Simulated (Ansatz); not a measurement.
Born–Oppenheimer molecular dynamics of B2H5NOSi (10 atoms, charge 0, multiplicity 1). It starts at the highest image of a converged band. Of that band: Neighbouring images differ by up to 2.1 eV, so the band resolves the path poorly. A vibrational analysis at the climbing image gives one clearly imaginary mode, 1252i cm⁻¹: a first-order saddle point.

These are results of RKS PBE-D4/def2-SVP (Ansatz 0.2.0), not measurements.

```yaml
ensemble: NVE (velocity Verlet)
time_step: 0.5 fs
steps_asked: 200
starting_velocities_drawn_for: 300 K
seed: 11926
```

First frame:

```xyz
10
Properties=species:S:1:pos:R:3
O 0.089 0.625 2.397
Si 0.763 0.285 0.599
B 0.160 -1.344 -0.414
N 0.018 -0.593 -1.636
B -0.395 0.637 -1.008
H -0.320 1.518 2.386
H 1.348 0.883 1.983
H -0.166 -2.505 -0.275
H -0.151 -0.929 -2.590
H -1.263 1.372 -1.439
```

(1) How far do the bonds stretch over the last three quarters of this one trajectory? (Pairs bonded in most of those frames.)

## Answers

(1) 
```json
{"bond": "O1–H6", "mean (Å)": "0.982", "spread (Å)": "0.027", "shortest": "0.93", "longest": "1.03"}
{"bond": "O1–H7", "mean (Å)": "0.986", "spread (Å)": "0.041", "shortest": "0.92", "longest": "1.06"}
{"bond": "Si2–B3", "mean (Å)": "2.021", "spread (Å)": "0.048", "shortest": "1.93", "longest": "2.08"}
{"bond": "Si2–B5", "mean (Å)": "2.009", "spread (Å)": "0.046", "shortest": "1.94", "longest": "2.09"}
{"bond": "B3–N4", "mean (Å)": "1.443", "spread (Å)": "0.014", "shortest": "1.42", "longest": "1.47"}
{"bond": "B3–B5", "mean (Å)": "2.014", "spread (Å)": "0.076", "shortest": "1.89", "longest": "2.14"}
{"bond": "B3–H8", "mean (Å)": "1.217", "spread (Å)": "0.028", "shortest": "1.17", "longest": "1.26"}
{"bond": "N4–B5", "mean (Å)": "1.451", "spread (Å)": "0.015", "shortest": "1.41", "longest": "1.48"}
{"bond": "N4–H9", "mean (Å)": "1.027", "spread (Å)": "0.005", "shortest": "1.02", "longest": "1.04"}
{"bond": "B5–H10", "mean (Å)": "1.220", "spread (Å)": "0.051", "shortest": "1.14", "longest": "1.30"}
```

Mean temperature of the second half: 545 K. The conserved energy stayed within 0.24 meV per atom of its start (net change 0.051 meV per atom), so the integration is sound. The system heated up, since it started high on the potential surface and ran downhill. A run of 0.1 ps of so small a system gives no equilibrium averages. The orbitals stay closed-shell, which can raise the energy where a bond breaks towards radicals; this wasn't checked here.

Time of the run: 3.2 min on 2 threads of AMD EPYC 9R14 (Zen 4) (shared host), peak memory 0.17 GiB.
